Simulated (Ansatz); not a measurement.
Reaction: C3H6O (SMILES C[C@H]1CO1) → C3H6O (oxetane, SMILES C1COC1)
Each species at its own B3LYP-D3(BJ)/def2-TZVP minimum (Ansatz, a program for electronic structure).

Total energies in hartree (Ansatz). Radicals and triplets start from unrestricted determinants; spin-orbit coupling is neglected. Correlated methods leave the cores frozen. No relativity.

```tsv
species	HF/cc-pVTZ	CCSD(T)/cc-pVTZ	HF/cc-pVQZ	CCSD(T)/cc-pVQZ	CCSD(T)/cc-pVDZ	CCSDT(Q)/cc-pVDZ
1: C3H6O (SMILES C1O[C@H]1C)	-191.98105	-192.79077	-191.99461	-192.84964	-192.58637	-192.58859
2: C3H6O (SMILES C1COC1)	-191.97939	-192.78692	-191.99285	-192.84569	-192.58331	-192.58549
```

Work out the isomerisation energy (electronic) in kJ/mol: take Hartree-Fock from cc-pVQZ, extrapolate the CCSD(T) correlation energy as X^-3 (X = 3, 4), and add CCSDT(Q) - CCSD(T) in cc-pVDZ. 1 hartree = 2625.5 kJ/mol.


Species 1: correlation (64·(-0.85503) - 27·(-0.80972))/37 = -0.88809; step -0.00222; E1 = -191.99461 + (-0.88809) + (-0.00222) = -192.88492
Species 2: correlation (64·(-0.85284) - 27·(-0.80753))/37 = -0.88590; step -0.00218; E2 = -191.99285 + (-0.88590) + (-0.00218) = -192.88093
-1·E1 +1·E2 = 0.00399 hartree = 10.5 kJ/mol.
